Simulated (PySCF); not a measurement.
**Radial density of Te (tellurium, neutral)**

r2SCAN0, [Kr] 4d10 5s1 5p5, high-spin 3P determinant (an excited configuration). All numbers are calculated (PySCF 2.14, a scalar-relativistic core potential, in aug-cc-pVDZ-PP with ECP28MDF (5s4p3d, 32 functions)). This is the valence pseudo-density: the core potential removes the inner electrons and smooths the orbitals near the nucleus.

```tsv
r (bohr)	4πr²ρ (e/bohr)	4πr²(ρα − ρβ)
0.00207	1.746e-05	0.0000
0.00348	4.873e-05	0.0000
0.00586	0.0001327	0.0000
0.00986	0.0003382	0.0000
0.0166	0.0007362	0.0001
0.0279	0.001227	0.0001
0.0469	0.001720	0.0001
0.0789	0.002908	0.0001
0.133	0.01979	0.0003
0.223	0.2497	0.0024
0.375	3.963	0.0604
0.632	23.53	0.2508
1.06	15.32	0.0646
1.79	4.077	1.2295
3.01	1.737	0.4609
5.06	0.1827	0.0013
8.50	0.001087	-0.0008
```

Energies and moments cover only the electrons outside the core potential.
